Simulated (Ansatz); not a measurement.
Geometry optimisation, RKS B3LYP-D4/def2-SVP (Ansatz).

Input:

```yaml
crystal:
  periodic: [false, false, false]
  atoms:
    - { symbol: "N", position_ang: [-1.9074, 0.6486, -0.4771] }
    - { symbol: B, position_ang: [-0.9579, -0.4503, -0.6247] }
    - { symbol: "N", position_ang: [-0.9774, -1.2887, -1.9076] }
    - { symbol: Si, position_ang: [0.3692, -0.8228, 0.8214] }
    - { symbol: Si, position_ang: [1.5819, 0.9513, 1.1548] }
    - { symbol: H, position_ang: [-1.7222, 1.4089, -1.2297] }
    - { symbol: H, position_ang: [-1.7735, 1.1651, 0.4352] }
    - { symbol: H, position_ang: [-0.6472, -0.6363, -2.6868] }
    - { symbol: H, position_ang: [-0.1774, -1.982, -1.773] }
    - { symbol: H, position_ang: [1.1447, -1.9781, 0.4871] }
    - { symbol: H, position_ang: [-0.92619, -1.26206, 0.21729] }
    - { symbol: H, position_ang: [2.3461, 1.2742, -0.0392] }
    - { symbol: H, position_ang: [0.6802, 2.1302, 1.5128] }
    - { symbol: H, position_ang: [2.4954, 0.6936, 2.285] }
basis:
  gaussian: { orbitals: def2-SVP }
hamiltonian:
  xc: b3lyp
  dispersion: d4
relax:
  f_tol: 0.02
  max_steps: 50
output:
  orbitals: {}
```

Command:

```bash
$ ansatz run input.yaml --threads 2 --pin off --max-ram 3072MiB --backend cpu --events-out ev --progress --plain --runs-dir out
```

Q: Where does it end, and by what steps?

A: It converged. The force dipped under the threshold on the way, but the program's further checks kept it going. After 21 steps the energy has fallen by 2.763 eV; Si4 moved furthest, 0.85 Å. Parted: B2–Si4 (2.00 → 2.68 Å).

```csv
step,energy less start (eV),largest force component (eV/Å),accepted
0,0.0000,5.539,yes
1,-1.2015,3.239,yes
2,-1.8910,1.121,yes
3,-2.2136,1.394,yes
4,-2.3741,0.850,yes
5,-2.5322,0.759,yes
6,-2.6410,1.148,yes
7,-2.6905,1.184,yes
8,-2.7107,0.443,yes
9,-2.5693,0.767,no
10,-2.7531,0.115,yes
11,-2.7456,0.168,no
12,-2.7597,0.039,yes
13,-2.7602,0.037,yes
14,-2.7609,0.020,yes
15,-2.7614,0.014,yes
16,-2.7619,0.028,yes
17,-2.7622,0.046,yes
18,-2.7623,0.051,yes
19,-2.7625,0.035,yes
20,-2.7625,0.022,no
21,-2.7627,0.015,yes
```

```xyz
14
Properties=species:S:1:pos:R:3
N -1.574 0.842 -0.506
B -0.965 -0.411 -0.660
N -0.540 -1.030 -1.840
Si 0.302 -1.288 1.532
Si 1.375 0.813 1.082
H -1.714 1.497 -1.266
H -1.846 1.206 0.398
H -0.588 -0.593 -2.753
H -0.034 -1.906 -1.828
H 1.114 -2.024 0.464
H -1.005 -1.140 0.386
H 1.738 1.163 -0.328
H 0.602 1.969 1.641
H 2.663 0.753 1.854
```

Whether the end is a true minimum wasn't checked by a vibrational analysis.

The run took 3 min on 2 threads of Intel(R) Xeon(R) Platinum 8259CL CPU @ 2.50GHz (Skylake/Cascade Lake), on a shared host, peak memory 0.32 GiB.
